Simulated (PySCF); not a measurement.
Compound: C5H6F3 (doublet state).
Cartesian coordinates in Å at the GFN2-xTB level; atoms count from 1:
```xyz
14
C5H6F3 angstrom
C      1.5699    0.8535   -0.5797
C      0.6694   -0.2987   -0.6771
C      0.3273   -1.4259    0.1864
C     -0.7553   -0.5105   -0.3761
C     -1.4868    0.4194    0.5528
F     -1.9286    1.5254   -0.0731
F     -0.7326    0.8427    1.5793
F     -2.5745   -0.1579    1.0979
H      1.2555    1.6447   -1.2585
H      2.5896    0.5554   -0.8211
H      1.5782    1.2633    0.4385
H      0.5523   -1.3755    1.2475
H      0.3584   -2.4344   -0.2030
H     -1.4234   -0.9018   -1.1361
```

The hyperfine couplings belong to this conformer and change with its torsions.

As a line formula: `C[C]1C[C@H]1C(F)(F)F` [radical].

Theory: PySCF, UKS B3LYP, pcH-1 on C F H, non-relativistic, mean-field spin-orbit, GIAO. Isolated species at its GFN2-xTB geometry, gas phase. The geometry wasn't refined by DFT: couplings that depend on bond lengths, twists or pyramidal angles can differ widely from those at the functional's own minimum. No stability test was run, so a lower SCF solution isn't excluded.

Problem. What is the g tensor, term by term?

Solution. 
| Δg (ppm) | 1 | 2 | 3 |
| --- | --- | --- | --- |
| relativistic mass correction | -150 | -150 | -150 |
| gauge correction | 13 | 15 | 19 |
| orbital Zeeman/spin–orbit | -20 | 575 | 752 |
| total | -157 | 440 | 621 |

So g = 2.00216, 2.00276, 2.00294 and g_iso = 2.00262; the tensor is rhombic: the two nearest values differ by 23 % of g3 − g1. Axes: g2 points within 12° of the C1–C2 bond.

Problem. What effective moment and Curie constant follow for a powder?

Solution. With the mean of g² = 4.0105 and S(S+1) = 0.75: μ_eff = √(⟨g²⟩S(S+1)) = 1.734 μB and χT = 0.12505·⟨g²⟩·S(S+1) = 0.376 cm³ K/mol (cgs; spin-Hamiltonian part alone).

Problem. At 34.173 GHz, how far is the centre of the isotropic spectrum from where a free electron (g = 2.002319) resonates?

Solution. B = hν/(g μB) with μB/h = 13.99624 MHz/mT gives 1219.38 mT for the free electron and 1219.19 mT at g_iso, 0.18 mT lower.

Problem. Average each term over the three axes. Which is largest in size?

Solution. The orbital-Zeeman/spin–orbit term 436, the mass correction -150 and the gauge correction 15 ppm, for a total of 301 ppm. The orbital-Zeeman/spin–orbit term is the largest in size. The mass correction is the same along every axis, so the anisotropy comes from the other two: their spans along these axes are 6 (gauge) and 772 ppm (orbital Zeeman/spin–orbit).

Problem. In a frozen sample, at which fields do the three g values resonate at 9.5, 34, 94 and 263 GHz (hyperfine left aside), and which band first spreads them over more than twice a line width of 0.3 mT?

Solution. 
| band | GHz | B(g3) mT | B(g2) mT | B(g1) mT | spread mT |
| --- | --- | --- | --- | --- | --- |
| X | 9.5 | 338.88 | 338.91 | 339.01 | 0.13 |
| Q | 34.0 | 1212.83 | 1212.94 | 1213.30 | 0.47 |
| W | 94.0 | 3353.11 | 3353.42 | 3354.42 | 1.30 |
| J | 263.0 | 9381.59 | 9382.43 | 9385.23 | 3.65 |

The spread grows in proportion to the frequency. W band is the first where it exceeds 0.6 mT.

Largest spin populations (Mulliken): C2 (+0.93) and H11 (+0.07). No atom but C2 exceeds +0.15. The angles at C2 add up to 332.0°, so it is pyramidal.

The HOMO–LUMO gaps are 7.28 eV among the α and 6.39 eV among the β orbitals.
